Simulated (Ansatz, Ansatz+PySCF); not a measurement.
```yaml
atoms:
  - { symbol: C, position_ang: [1.6249, 0.0000, 0.0000] }
  - { symbol: C, position_ang: [1.0131, 1.2704, 0.0000] }
  - { symbol: C, position_ang: [-0.3616, 1.5841, 0.0000] }
  - { symbol: C, position_ang: [-1.4640, 0.7050, 0.0000] }
  - { symbol: C, position_ang: [-1.4640, -0.7050, 0.0000] }
  - { symbol: C, position_ang: [-0.3616, -1.5841, 0.0000] }
  - { symbol: C, position_ang: [1.0131, -1.2704, 0.0000] }
  - { symbol: H, position_ang: [2.7099, 0.0000, 0.0000] }
  - { symbol: H, position_ang: [1.6896, 2.1187, 0.0000] }
  - { symbol: H, position_ang: [-0.6030, 2.6419, 0.0000] }
  - { symbol: H, position_ang: [-2.4415, 1.1758, 0.0000] }
  - { symbol: H, position_ang: [-2.4415, -1.1758, 0.0000] }
  - { symbol: H, position_ang: [-0.6030, -2.6419, 0.0000] }
  - { symbol: H, position_ang: [1.6896, -2.1187, 0.0000] }
```

Basis set: def2-SVP (spherical functions). Charge 0, multiplicity 2.

Computed with Ansatz (development build ahead of 0.2.0); each method stands on the lowest determinant of its kind that the runs found. Restricted functionals stand beside restricted open-shell atoms, which can lie above the unrestricted atoms usual in DFT and then raise those values.

The atomization energy at this shape (free ground-state atoms in the same class of orbitals less the molecule, no zero-point energy) of doublet C₇H₇:

| method | atomization energy |
| --- | --- |
| ωB97X (unrestricted) | 67.75 eV |
| PBE0 (unrestricted) | 68.95 eV |
| PBE0 (restricted open-shell) | 69.18 eV |
| UHF | 51.31 eV |

Question: What does ROHF give?

Answer: 51.39 eV. Caution for UHF: the unrestricted determinant is spin contaminated. Caution for ROHF: an unrestricted determinant lies well below.

The shape needn't be a minimum at these levels.
